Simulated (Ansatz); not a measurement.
Reaction (redistribution): `[F][Hf]([SH])([SH])[SH]` + `CO[Si](S)(Cl)Cl` → `[SH][Hf]([SH])([SH])[Cl]` + `CO[Si](F)(S)Cl`

Calculated with Ansatz (gas phase, PBE0-D4/def2-TZVP geometries, no zero-point term in ΔE). CBS: MP2 limit from def2 TZ/QZ plus the TZ coupled-cluster correction, frozen cores. def2 core potentials past Kr. For Hf outer-core shells are correlated without core-valence functions, which leaves a few kJ/mol of doubt a bond. Each species was taken in one conformer, which may not be the lowest.

`[F][Hf]([SH])([SH])[SH]`:

Z-matrix (Å, degrees):
```
Hf
S 1 2.427
S 1 2.427 2 107.7
F 1 1.894 2 111.2 3 122.0
S 1 2.427 2 107.7 3 -115.9
H 2 1.349 1 91.0 3 -81.5
H 3 1.349 1 91.0 2 162.6
H 5 1.349 1 91.0 2 -81.5
```

`CO[Si](S)(Cl)Cl`:

```xyz
10

C    -1.168   -0.522   -1.125
O    -1.002   -0.164    0.236
Si    0.334    0.463    0.887
S     1.878   -0.980    0.785
Cl   -0.143    0.974    2.791
Cl    0.917    2.160   -0.095
H    -0.396   -1.228   -1.446
H    -2.145   -0.993   -1.224
H    -1.130    0.364   -1.764
H     2.855   -0.073    0.954
```

`[SH][Hf]([SH])([SH])[Cl]`:

Z-matrix (Å, degrees):
```
Hf
S 1 2.419
S 1 2.427 2 109.4
S 1 2.421 2 105.2 3 116.2
Cl 1 2.330 2 111.8 3 -122.5
H 2 1.348 1 89.9 3 -13.6
H 3 1.348 1 89.7 2 93.9
H 4 1.350 1 90.7 2 170.0
```

`CO[Si](F)(S)Cl`:

Z-matrix (Å, degrees):
```
C
O 1 1.416
H 1 1.090 2 107.6
H 1 1.093 2 110.7 3 -119.2
H 1 1.094 2 111.2 3 119.4
Si 2 1.609 1 126.4 3 -174.9
S 6 2.109 2 109.4 1 66.4
F 6 1.578 2 106.1 1 -172.7
Cl 6 2.039 2 112.1 1 -56.7
H 7 1.343 6 93.7 2 -160.3
```

```
                   species  MP2/def2-TZVPP energy (Eh)
 `[F][Hf]([SH])([SH])[SH]`                 -1342.69823
         `CO[Si](S)(Cl)Cl`                 -1721.88544
`[SH][Hf]([SH])([SH])[Cl]`                 -1702.66268
          `CO[Si](F)(S)Cl`                 -1361.93575
```

Q: Work out ΔE.

A: ΔE = (-1702.66268) + (-1361.93575) − (-1342.69823) − (-1721.88544) = -0.01476 Eh = -38.8 kJ/mol. CCSD(T)/CBS gives -36.2 kJ/mol.

Largest T1 diagnostic among the species: 0.016.

In def2-TZVPP, CCSD(T) changes the Hartree–Fock value by +8.2 kJ/mol (the triples alone add +0.6 kJ/mol) and MP2 by +6.7 kJ/mol. From PBE to PBE0 (25 % exact exchange), in def2-TZVPP and without D4, ΔE moves by −7.7 kJ/mol.
